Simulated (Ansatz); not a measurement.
Ansatz (a quantum-chemistry and plane-wave program) input (RI-MP2/cc-pVQZ):
A basis named .json is the Basis Set Exchange file of that set.

Ansatz 0.2 input:
```yaml
crystal:
  periodic: [false, false, false]
  atoms:
    - {symbol: N, position_ang: [-1.21564455, -0.41717979, -0.54870958]}
    - {symbol: B, position_ang: [-0.00250956, 0.05412024, 0.03954669]}
    - {symbol: N, position_ang: [1.26163506, -0.57463389, -0.17602762]}
    - {symbol: O, position_ang: [-0.05363402, 1.15665064, 0.84518672]}
    - {symbol: H, position_ang: [-2.07327514, 0.09297777, -0.42171673]}
    - {symbol: H, position_ang: [-1.35783565, -1.39809457, -0.72291866]}
    - {symbol: H, position_ang: [2.08046208, -0.24796854, 0.30846201]}
    - {symbol: H, position_ang: [1.47033509, -1.02802526, -1.04989345]}
basis:
  gaussian:
    orbitals: cc-pVQZ
    fitting: {mean_field: def2-universal-jkfit, correlation: cc-pVQZ-RIFIT.json}
magnetization: {spin_polarized: true, initial_magnetization: 1}
correlation: {method: mp2, electrons: outside_noble_gas}
```

End of the output:

```
integrals: 0.43 GiB planned
378 factors; integrals over basis functions are off by at most 2.5e0 eV
0.64 GiB of device memory are held for the factors and their scratch space
mean field: 1.09 GiB planned
mean field evaluation 1: about -5730.8669 eV, gradient 3.8e1 eV
mean field evaluation 2: about -5733.3999 eV, gradient 3.2e1 eV
mean field evaluation 4: about -5737.1408 eV, gradient 1.9e0 eV
mean field evaluation 8: about -5737.2186 eV, gradient 2.3e-2 eV
mean field evaluation 16: about -5737.2186 eV, gradient 6.5e-4 eV
mean field evaluation 32: about -5740.6672 eV, gradient 6.9e-1 eV
mean field evaluation 64: about -5737.2186 eV, gradient 2.9e-3 eV
mean field -5740.69240924 eV, -210.9665548587 hartree, gradient 1.4e-6 eV, S^2 0.757870; 6 other end points of the search recorded, 0 dependent functions left out
4 core orbitals not correlated
748 factors; their error is unknown
reference -5740.69240924 eV, -210.9665548587 hartree; 12, 11 occupied and 324, 325 virtual orbitals, 748 factors
second order -20.70832963 eV of doubles, -0.00000000 eV of singles
Total energy: -5761.40073888 eV, -211.7275719360 hartree
```

It need not be the lowest isomer of its formula.
